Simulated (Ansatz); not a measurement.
The same path of GaH4N (6 atoms, charge 0, multiplicity 1) was run twice with different band settings. Lost on the way: Ga1–H5. Made: N2–H5.

Method: RKS PBE0/def2-SVP in Ansatz 0.2.0.

Relaxed end points:

```xyz
6
Properties=species:S:1:pos:R:3
Ga 0.564 0.031 0.050
N 0.977 -0.035 1.811
H 0.296 -0.134 2.554
H 1.919 0.023 2.179
H 1.758 0.188 -0.948
H -0.951 -0.074 -0.323
```

```xyz
6
Properties=species:S:1:pos:R:3
Ga -0.047 -1.315 -0.080
N 1.232 0.107 1.298
H 0.620 0.534 1.995
H 2.007 -0.334 1.790
H 1.607 0.872 0.736
H -0.856 0.135 -0.416
```

Common settings: spring 5.0 eV/Å²; optimiser quadratic models (default); start path through a guess of the saddle point; force threshold 0.05 eV/Å; end points relaxed.

| run | movable images | climbing image | iteration limit |
| --- | --- | --- | --- |
| 1 | 7 | yes | 38 |
| 2 | 3 | no | 60 |

**Question.** What does each run give, and how far can it be trusted?

**Answer.** Run 1: converged after 23 iterations, highest image 2.699 eV above the first end. The profile has 2 maxima (images 2, 5) with wells between them (image 3): this band takes more than one step, which may be the mechanism or a detour left from its start path. Neighbouring images differ by up to 2.0 eV, so the band resolves the path poorly. A vibrational analysis at the climbing image gives one clearly imaginary mode, 1422i cm⁻¹: a first-order saddle point.
Run 2: converged after 28 iterations, highest image 0.665 eV above the first end. Beside the main top the profile has a ripple of under 15 meV (maxima at images 1, 3), which may be a very shallow well or noise. The top lies less than 8 meV above the higher end, about what the thresholds resolve: that end is a shoulder or a very shallow well. No image climbed, so the highest image needn't sit at the top of the path. A band with more images between the same ends climbed to 2.70 eV, so this one has probably stepped over the top. So few images can step over the top or miss a turn of the path.
The orbitals stay closed-shell, which can raise the energy where a bond breaks towards radicals; this wasn't checked here.
